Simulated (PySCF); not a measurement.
# How methods differ on the ionisation energy of Ti

Ti [Ar] 3d2 4s2 (3F) → Ti⁺ [Ar] 3d2 4s1 (4F), as a difference of total energies. All numbers are calculated (PySCF 2.14, scalar relativity by spin-free X2C-1e, in aug-cc-pVTZ-DK). Correlated levels: valence: [Ar] frozen. The calculations carry no spin-orbit coupling.

| method | ionisation energy (eV) | error (eV) |
| --- | --- | --- |
| UHF | 5.557 | -1.271 |
| MP2 (valence) | 6.378 | -0.450 |
| SCS-MP2 (valence) | 6.553 | -0.275 |
| CCSD (valence) | 6.620 | -0.208 |
| CCSD(T) (valence) | 6.670 | -0.158 |

Reference: 6.828 eV (measured; NIST levels, between the centres of gravity of the two terms).

Errors of the correlated levels include the incompleteness of this basis and the frozen core.
